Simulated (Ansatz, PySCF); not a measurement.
Reaction (SMILES): C1CC1 -> [CH]1CC1 + H atom (the C-H bond at the site shown breaks; other sites are not compared here)
Each molecule is optimised on its own at B3LYP-D3(BJ)/def2-TZVP (Ansatz, a quantum-chemistry and plane-wave program).

Property: bond dissociation energy (0 K, with B3LYP-D3(BJ) harmonic zero-point energies from PySCF), in kcal/mol. Valence correlation only, unless marked. Open shells are spin-unrestricted. Spin-orbit coupling is left out. Non-relativistic. Basis-set limits of correlation are two-point, X^-3; Hartree-Fock from the larger set. The bracket is a focal-point correction in the basis named.

```csv
level,program,bond dissociation energy (kcal/mol),minus last row
BLYP-D3(BJ)/def2-TZVPD,Ansatz + dftd3,102.4,-5.3
TPSSh-D3(BJ)/def2-TZVPD,PySCF + dftd3,104.3,-3.4
B2PLYP/def2-TZVPD,Ansatz,104.3,-3.4
MP2/6-31G,Ansatz,97.2,-10.5
MP2/cc-pVTZ,Ansatz,106.3,-1.4
CCSD(T)/aug-cc-pVDZ,Ansatz,103.2,-4.5
"RI-MP2/CBS(cc-pVTZ,cc-pVQZ)+[CCSD(T)-MP2]/cc-pVTZ",Ansatz,107.7,0.0
```
